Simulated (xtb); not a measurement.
C₂HO (SMILES [CH-]=C=O), charge -1, singlet, from a rough starting geometry; xtb with GFN2-xTB.

xtb was given this input:
```
$ xtb mol.xyz --gfn 2 --chrg -1 --opt vtight --json

# file mol.xyz
4

C      0.00898726     0.22698917    -0.78728611
C     -0.00388605     0.19663120     0.50152860
H      0.02708367    -0.72312924    -1.36497320
O     -0.04788964     0.21759544     1.75235619
```

Output, abridged:

```
   ID    Z sym.   atoms
    1    6 C      1, 2
    2    1 H      3
    3    8 O      4

           -------------------------------------------------
          |                Calculation Setup                |
           -------------------------------------------------

           -------------------------------------------------
          |                 G F N 2 - x T B                 |
           -------------------------------------------------

          ...................................................
          :                      SETUP                      :
          :.................................................:
          :  # basis functions                  13          :
          :  # atomic orbitals                  13          :
          :  # shells                            7          :
          :  # electrons                        16          :
          :  max. iterations                   250          :
          :  Hamiltonian                  GFN2-xTB          :
          :  restarted?                      false          :
          :  GBSA solvation                  false          :
          :  PC potential                    false          :
          :  electronic temp.          300.0000000     K    :
          :  accuracy                    1.0000000          :
          :  -> integral cutoff          0.2500000E+02      :
          :  -> integral neglect         0.1000000E-07      :
          :  -> SCF convergence          0.1000000E-05 Eh   :
          :  -> wf. convergence          0.1000000E-03 e    :
          :  Broyden damping             0.4000000          :
          :  net charge                         -1          :
          :  unpaired electrons                  0          :
          ...................................................

 iter      E             dE          RMSdq      gap      omega  full diag
   1     -8.9767133 -0.897671E+01  0.890E+00    4.77       0.0  T
   2     -8.9459701  0.307432E-01  0.657E+00    3.84       1.0  T
   3     -9.0132817 -0.673116E-01  0.429E+00    4.46       1.0  T
   4     -9.0566117 -0.433300E-01  0.124E+00    4.08       1.0  T
   5     -9.0573898 -0.778080E-03  0.205E-01    4.04       1.0  T
   6     -9.0574335 -0.436884E-04  0.650E-02    4.04       1.0  T
   7     -9.0574379 -0.435801E-05  0.183E-02    4.04       2.7  T
   8     -9.0574384 -0.574304E-06  0.446E-03    4.04      11.2  T
   9     -9.0574385 -0.344437E-07  0.258E-03    4.04      19.4  T
  10     -9.0574385 -0.103760E-07  0.429E-04    4.04     116.7  T
  11     -9.0574385 -0.553614E-09  0.398E-05    4.04    1256.7  T

   *** convergence criteria satisfied after 11 iterations ***

         :::::::::::::::::::::::::::::::::::::::::::::::::::::
         ::                     SUMMARY                     ::
         :::::::::::::::::::::::::::::::::::::::::::::::::::::
         :: total energy              -8.953284786238 Eh    ::
         :: gradient norm              0.087305337935 Eh/a0 ::
         :: HOMO-LUMO gap              4.039604184713 eV    ::
         ::.................................................::
         :: SCC energy                -9.057438487390 Eh    ::
         :: -> isotropic ES            0.184299459640 Eh    ::
         :: -> anisotropic ES          0.011540415159 Eh    ::
         :: -> anisotropic XC          0.003745567146 Eh    ::
         :: -> dispersion             -0.001542265103 Eh    ::
         :: repulsion energy           0.104153701152 Eh    ::
         :: add. restraining           0.000000000000 Eh    ::
         :: total charge              -1.000000000000 e     ::
         :::::::::::::::::::::::::::::::::::::::::::::::::::::

      -----------------------------------------------------------
     |                   =====================                   |
     |                        A N C O P T                        |
     |                   =====================                   |
[...]
 * total energy  :    -8.9662960 Eh     change       -0.1600002E-01 Eh
 * total energy  :    -8.9680971 Eh     change       -0.1801072E-02 Eh
 * total energy  :    -8.9687491 Eh     change       -0.6520044E-03 Eh
 * total energy  :    -8.9691709 Eh     change       -0.4218232E-03 Eh
 * total energy  :    -8.9692502 Eh     change       -0.7927155E-04 Eh
 * total energy  :    -8.9692837 Eh     change       -0.3350803E-04 Eh
 * total energy  :    -8.9693221 Eh     change       -0.3839441E-04 Eh
 * total energy  :    -8.9693459 Eh     change       -0.2382438E-04 Eh
 * total energy  :    -8.9693512 Eh     change       -0.5322829E-05 Eh
 * total energy  :    -8.9693518 Eh     change       -0.5668337E-06 Eh
 * total energy  :    -8.9693520 Eh     change       -0.1777321E-06 Eh
 * total energy  :    -8.9693520 Eh     change       -0.8648659E-08 Eh
   *** GEOMETRY OPTIMIZATION CONVERGED AFTER 15 ITERATIONS ***
         :: total energy              -8.969351988196 Eh    ::
[...]
         :: -> isotropic ES            0.189830397783 Eh    ::
         :: -> anisotropic ES          0.015005796260 Eh    ::
         :: -> anisotropic XC          0.003511280136 Eh    ::
         :: -> dispersion             -0.001523079143 Eh    ::
         :: repulsion energy           0.146385898351 Eh    ::
         :: add. restraining           0.000000000000 Eh    ::
         :: total charge              -1.000000000000 e     ::
         :::::::::::::::::::::::::::::::::::::::::::::::::::::

           -------------------------------------------------
          |                Property Printout                |
           -------------------------------------------------

    * Orbital Energies and Occupations

         #    Occupation            Energy/Eh            Energy/eV
      -------------------------------------------------------------
         1        2.0000           -0.3991082             -10.8603
         2        2.0000           -0.3205788              -8.7234
         3        2.0000           -0.2643116              -7.1923
         4        2.0000           -0.2196768              -5.9777
         5        2.0000           -0.2114021              -5.7525
         6        2.0000           -0.2039134              -5.5488
         7        2.0000           -0.0807638              -2.1977
         8        2.0000           -0.0757615              -2.0616 (HOMO)
         9                          0.1408046               3.8315 (LUMO)
        10                          0.1646992               4.4817
        11                          0.3881021              10.5608
        12                          0.7216309              19.6366
        13                          1.5922864              43.3283
      -------------------------------------------------------------
                  HL-Gap            0.2165661 Eh            5.8931 eV
             Fermi-level            0.0325215 Eh            0.8850 eV

     #   Z          covCN         q      C6AA      α(0)
     1   6 C        1.908    -0.363    42.715    10.555
     2   6 C        1.836     0.092    28.858     8.679
     3   1 H        0.927    -0.093     5.307     3.602
     4   8 O        0.856    -0.636    27.028     6.970

 Mol. C6AA /au·bohr⁶  :        374.184957
 Mol. C8AA /au·bohr⁸  :       9043.506244
 Mol. α(0) /au        :         29.806239

Wiberg/Mayer (AO) data.
largest (>0.10) Wiberg bond orders for each atom

 ---------------------------------------------------------------------------
     #   Z sym  total        # sym  WBO       # sym  WBO       # sym  WBO
 ---------------------------------------------------------------------------
     1   6 C    3.804 --     2 C    2.458     3 H    0.966     4 O    0.379
     2   6 C    3.940 --     1 C    2.458     4 O    1.472
     3   1 H    0.991 --     1 C    0.966
     4   8 O    1.867 --     2 C    1.472     1 C    0.379
 ---------------------------------------------------------------------------

Topologies differ in total number of bonds
Writing topology from bond orders to xtbtopo.mol

molecular dipole:
                 x           y           z       tot (Debye)
 q only:        0.067      -0.362      -1.290
   full:        0.097      -0.563      -1.459       3.983
molecular quadrupole (traceless):
                xx          xy          yy          xz          yz          zz
 q only:        4.346       0.101       3.728       0.416      -2.660      -8.074
  q+dip:        3.439       0.061       3.109       0.303      -1.871      -6.549
   full:        4.185       0.074       3.768       0.348      -2.185      -7.953

optimized geometry written to: xtbopt.xyz

           -------------------------------------------------
          | TOTAL ENERGY               -8.969351988196 Eh   |
          | GRADIENT NORM               0.000035079156 Eh/α |
          | HOMO-LUMO GAP               5.893063858022 eV   |
           -------------------------------------------------

normal termination of xtb
```
